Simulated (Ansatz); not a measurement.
Consider the cleavage of the Ga–Ga bond: `[F][GaH][GaH2]` + `C=N` → `C=[N][GaH2]` + `[F][GaH2]`.

Computed with Ansatz on PBE0-D4/def2-TZVP structures; ΔE is electronic, products minus reactants. CCSD(T)/CBS is the MP2 limit (def2-TZVPP, def2-QZVPP) plus CCSD(T) − MP2 in def2-TZVPP, frozen cores. This one scheme is used for every species. DFT in def2-TZVPP. HSE06 is defined as in plane-wave codes. For Ga outer-core shells are correlated without core-valence functions, which leaves a few kJ/mol of doubt a bond. Scalar relativity is left out up to krypton.

```csv
level,ΔE (kJ/mol),difference from CCSD(T)/CBS
HSE06-D4,17.6,4.2
CAM-B3LYP-D4,6.6,-6.8
ωB97M-V,13.2,-0.2
B2PLYP,8.3,-5.1
PBE-QIDH,11.1,-2.3
PBE,16.3,2.9
revPBE,19.8,6.4
BLYP,12.5,-0.9
r2SCAN,6.8,-6.6
HSE06,18.1,4.7
BHLYP,13.4,0.0
SCS-MP2/def2-TZVPP,4.7,-8.7
HF/def2-QZVPP,11.0,-2.4
MP2/def2-QZVPP,4.1,-9.3
HF/CBS(def2),10.8,-2.6
MP2/CBS(def2),5.8,-7.6
CCSD(T)/CBS,13.4,0
```

Problem. What do rigid-rotor, harmonic-oscillator terms from PBE0-D4/def2-TZVP frequencies (298.15 K, 1 bar) make of the CCSD(T)/CBS value? (Estimate.)

Solution. Ansatz gave: ΔZPE = -10.6 kJ/mol, ΔH = +1.7 kJ/mol, ΔS = -9 J/(mol·K), ΔG = +4.4 kJ/mol.

Largest T1 diagnostic among the species: 0.017.

Leaving LDA and LC-ωPBE aside and taking each functional with its dispersion term where it has one, the values, not all of them listed here, spread over 15.5 kJ/mol, from B97M-V to HSE06-D4. LDA lies −15.1 kJ/mol from PBE without D4. From r2SCAN to r2SCAN0 (25 % exact exchange), in def2-TZVPP and without D4, ΔE moves by +4.4 kJ/mol. At CCSD(T), def2-SVP lies −14.5 kJ/mol from the extrapolated value and def2-TZVPP −2.9 kJ/mol.
